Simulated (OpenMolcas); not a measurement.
Computed transition rates of O2+

| Quantity | Value |
| --- | --- |
| Program | OpenMolcas |
| Method | SS-RASPT2, IPEA 0.25 Eh, imaginary shift 0.1 Eh (closed shells correlated: 1s 2s) |
| Basis | ANO-RCC-VQZP [5s4p3d2f1g] |
| Scalar Hamiltonian | DKH2, point nucleus |
| Active space | 2 electrons in 9 orbitals (RAS2 2p; RAS3 3s 3d, at most 1 electron) |
| State averaging | 2S+1 = 3 even, 3 roots; 2S+1 = 1 even, 6 roots; 2S+1 = 3 odd, 3 roots; 2S+1 = 1 odd, 3 roots |
| Spin-orbit coupling | RASSI with atomic mean-field integrals over the reference wave functions, term energies averaged over their components |

Rates come from the transition moments of the reference wave functions (E1 and E2 in the length form). At fixed line strength A goes as λ^-3 for E1 and M1 and as λ^-5 for E2, so a rate at the computed wavelength can be rescaled to the measured one. Measured vacuum wavelengths follow from level energies in Moore, Selected Tables of Atomic Spectra, NSRDS-NBS 3, section 11. Branching counts decays inside the model space alone, at computed energies, and the table is only a selection of the E2 and M1 lines, drawn from those between levels with measured partners whose computed energy lies within a factor of 1.5 of the measured one.

| Upper | Lower | Type | λ computed (nm) | λ measured (nm) | A computed (s-1) | A rescaled (s-1) | Branching % |
| --- | --- | --- | --- | --- | --- | --- | --- |
| 2s² 2p² ¹S₀ | 2s² 2p² ¹D₂ | E2 | 352.4 | 436.4 | 5.18e+00 | 1.78e+00 | 95.5 |
| 2s² 2p² ¹S₀ | 2s² 2p² ³P₁ | M1 | 204.9 | 232.2 | 2.44e-01 |  | 4.5 |
| 2s² 2p² ¹D₂ | 2s² 2p² ³P₁ | M1 | 489.5 | 496 | 6.56e-03 |  | 25.6 |
| 2s² 2p² ³P₁ | 2s² 2p² ³P₀ | M1 | 90070 | 88360 | 2.47e-05 | 2.62e-05 | 100.0 |

Spin-changing lines and M1 lines between different terms are not rescaled, since their strength hangs on the term gaps too.

The largest correction is for 2s² 2p² ¹S₀ → 2s² 2p² ¹D₂ (E2): 5.18e+00 × (352.4 / 436.4)^5 = 1.78e+00 s-1, a factor of 0.34.

The computed rate and branching of 2s² 2p² ³P₁ → 2s² 2p² ³P₀ give the upper level a radiative lifetime of 1.000 / 2.47e-05 s-1 = 4.05e+04 s, counting decays inside the model space alone. The rescaled rate gives about 3.8e+04 s.

No measured rate stands beside these. Rescaling mends the energy factor alone: line strengths can still be far off where a level mixes with configurations outside the active space, and weak or spin-changing lines hang on small mixing coefficients that depend on the term gaps too, so rescaling need not improve them.

CASPT2 breaks the degeneracy within a term, and the mean is taken; among the terms shown or strongly mixed into the levels shown the widest spread is 87 cm-1 (2s² 2p² ¹D). With the s shell closed, the reference lacks s² → p² mixing. Computed and measured levels are paired by configuration, term and J; levels that our copy of the source lacks, or whose pairing is in doubt (as where it misses far off the trend of its configuration), stay unpaired. Only configurations of the active space appear.
